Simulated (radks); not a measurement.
Problem. Mo+, configuration [Kr] 4d5. Calculated with a radial shooting solver on a logarithmic mesh with Libxc functionals: Dirac Kohn-Sham, PBE, spin-unpolarised, spherical densities, finite nucleus; open shells fill j = l - 1/2 first; Fermi nuclear charge, rms radius 4.4091 fm. Some entries of the table are withheld. Estimate them.

orbital,occ.,eigenvalue (Ry),<r^2> (bohr^2),<r> (bohr)
1s1/2,2,-1456.676,(1),0.03517
2s1/2,2,-206.1006,0.02779,0.1534
2p1/2,2,-189.6397,0.02099,(2)
2p3/2,4,-181.8075,0.02235,(3)
3s1/2,2,-35.48262,(4),0.4287
3p1/2,2,-29.21830,0.2088,0.4233
3p3/2,4,-27.92888,0.2191,0.4339
3d3/2,4,-16.85620,0.2055,0.4132
3d5/2,6,-16.61211,0.2089,0.4167
4s1/2,2,-5.21582,1.395,1.109
4p1/2,2,-3.44399,1.704,1.218
4p3/2,4,-3.26233,1.793,1.250
4d3/2,4,-0.76984,4.357,1.883
4d5/2,1,-0.75410,4.466,1.906

Solution. 
(1) 1s1/2 <r^2> (bohr^2): 0.001669
(2) 2p1/2 <r> (bohr): 0.1308
(3) 2p3/2 <r> (bohr): 0.1353
(4) 3s1/2 <r^2> (bohr^2): 0.2106
